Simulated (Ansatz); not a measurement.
Cost and result up the ladder for Ge(eta1-allyl)H3 (C₃H₈Ge) (12 atoms). Charge 0, multiplicity 1. Geometry: r2SCAN-D4/def2-SVP.

Cartesian coordinates in Å:
```
C 0.064 -0.753 -0.366
C 0.604 -0.232 0.923
C -0.072 -0.155 2.078
Ge -0.286 0.707 -1.649
H 0.778 -1.439 -0.854
H -0.881 -1.302 -0.216
H 1.637 0.143 0.896
H -1.105 -0.513 2.160
H 0.386 0.264 2.978
H 0.996 1.531 -1.853
H -1.389 1.621 -1.094
H -0.732 0.127 -3.003
```

Ansatz on 2 threads of Arm Neoverse V1 on a shared host. Times are rough, and most runs start from the orbitals of an earlier one. r2SCAN0-D4/def2-TZVP serves as the yardstick here, not as an exact answer. Differences are given only for rows in sets of like size (and for xTB, whose basis is part of the method), since another set adds its own error. Binding counts from free atoms at the same level (C triplet, Ge triplet, H doublet; other spins of the atoms weren't run), without zero-point energy or a counterpoise term.

LC-ωPBE has ω = 0.4 bohr⁻¹. Correlated methods freeze 12 core orbitals; core or outer-core shells of Ge are correlated, in sets that lack core-valence functions. The rows differ in basis, and correlated rows in double-zeta sets carry the largest basis error. Another isomer (singlet) lies 0.17 eV lower at PBE0-D4/def2-TZVP; other spin states weren't run for this one.

Correlated methods converge slowly with the basis, most of all in double-zeta sets.

| level | functions | binding energy per atom (eV) | difference from r2SCAN0-D4/def2-TZVP (eV) |
| --- | --- | --- | --- |
| PBE0-D4/def2-SVP | 114 | 3.79 | – |
| LC-ωPBE/def2-TZVP | 189 | 3.73 | 0.01 |
| B97M-V/def2-TZVP | 189 | 3.77 | 0.05 |
| PBE-D4/def2-SVP | 114 | 3.82 | – |
| MP2/def2-TZVP | 189 | 3.64 | -0.08 |
| HF/STO-3G | 41 | 3.70 | – |
| PBE0-D4/def2-TZVP | 189 | 3.76 | 0.04 |
| r2SCAN0-D4/def2-TZVP | 189 | 3.72 | 0.00 |
| CCSD(T)/def2-SVP | 114 | 3.60 | – |
| PBE-D4/def2-TZVP (with forces) | 189 | 3.80 | 0.08 |
| r2SCAN-D4/def2-TZVP | 189 | 3.76 | 0.04 |

(1) Estimate how long each takes.

Results:

(1) HF/STO-3G 0.2 s; PBE-D4/def2-SVP 1.8 s; PBE0-D4/def2-SVP 2.2 s; MP2/def2-TZVP 3.4 s; LC-ωPBE/def2-TZVP 3.7 s; PBE-D4/def2-TZVP (with forces) 3.7 s; PBE0-D4/def2-TZVP 4.3 s; r2SCAN-D4/def2-TZVP 6 s; r2SCAN0-D4/def2-TZVP 7 s; CCSD(T)/def2-SVP 14 s; B97M-V/def2-TZVP 16 s. On shared hardware such times vary by a factor of up to 3.
